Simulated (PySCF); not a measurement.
## Correlation energy of Ti²⁺ (titanium, charge +2)

[Ar] 3d2, high-spin 3F determinant. Computed with PySCF 2.14 in x2c-TZVPPall with one added diffuse shell each of s, p, d, f type (7s6p5d3f1g, 80 functions), with the spin-free X2C one-electron Hamiltonian (Gaussian nucleus). Frozen: [Ar]; 2 electrons correlated.

With two correlated electrons CCSD is exact within the correlated space (frozen core and kept virtual orbitals).

```tsv
level	correlation energy (mhartree)
CCSD	-5.55
```

Diagnostics: T1 = 0.0021, D1 = 0.0030, largest double amplitude 0.018.

Cost of the coupled-cluster step: roughly 4 core-seconds, for 2 correlated electrons.

Iterations:

```
CC2 = 0
CCSD nocc = (np.int64(2), np.int64(0)), nmo = (71, 71)
frozen orbitals [[0, 1, 2, 3, 4, 5, 6, 7, 8], [0, 1, 2, 3, 4, 5, 6, 7, 8]]
max_cycle = 100
direct = 0
conv_tol = 1e-08
conv_tol_normt = 1e-06
diis_space = 8
diis_start_cycle = 0
Init t2, MP2 energy = -0.00428022031889421
Init E_corr(UCCSD) = -0.0042802203192356
cycle = 1  E_corr(UCCSD) = -0.00523226630224056  dE = -0.000952045983  norm(t1,t2) = 0.00842574
cycle = 2  E_corr(UCCSD) = -0.0054649236010214  dE = -0.000232657299  norm(t1,t2) = 0.00260555
cycle = 3  E_corr(UCCSD) = -0.00555714682858802  dE = -9.22232276e-05  norm(t1,t2) = 0.000899614
cycle = 4  E_corr(UCCSD) = -0.00555244092447793  dE = 4.70590411e-06  norm(t1,t2) = 8.03372e-05
cycle = 5  E_corr(UCCSD) = -0.00555247702323214  dE = -3.60987542e-08  norm(t1,t2) = 3.93511e-06
cycle = 6  E_corr(UCCSD) = -0.00555247755179146  dE = -5.28559321e-10  norm(t1,t2) = 3.01384e-07
UCCSD converged
E(UCCSD) = -852.064940796457  E_corr = -0.005552477551791459
```
